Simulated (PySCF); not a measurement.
**Working out the ionisation energy of Ru⁺**

Ru⁺ [Kr] 4d7 (4F) → Ru²⁺ [Kr] 4d6 (5D). All numbers are calculated (PySCF 2.14, scalar relativity through the core potential, in aug-cc-pVDZ-PP with ECP28MDF (5s5p4d2f, 54 functions)). Frozen: 4s2 4p6. Energies in hartree (1 hartree = 27.21139 eV):

```tsv
part	Ru⁺ (lower)	Ru²⁺ (upper)
UHF	-93.581036	-93.033111
MP2 opposite-spin	-0.070947	-0.032473
MP2 same-spin	-0.051684	-0.044765
```

**Question.** What does Hartree-Fock give?

**Answer.** (-93.033111) − (-93.581036) = 0.547925 hartree = 14.910 eV.

**Question.** What do MP2 and SCS-MP2 (6/5 opposite-spin, 1/3 same-spin) give?

**Answer.** The opposite-spin parts differ by 1.047 eV and the same-spin parts by 0.188 eV. MP2: 14.910 + (1.047) + (0.188) = 16.145 eV. SCS-MP2: 14.910 + 1.2 × (1.047) + (0.188)/3 = 16.229 eV.

Reference: 16.76 ± 0.06 eV (semi-empirical (NIST evaluation); NIST Atomic Spectra Database, ionization energies), between the lowest levels; spin-orbit coupling is absent from the calculation.

A double-zeta basis recovers only part of the correlation energy.

What remains against the reference includes basis incompleteness, the frozen core and correlation beyond second order.
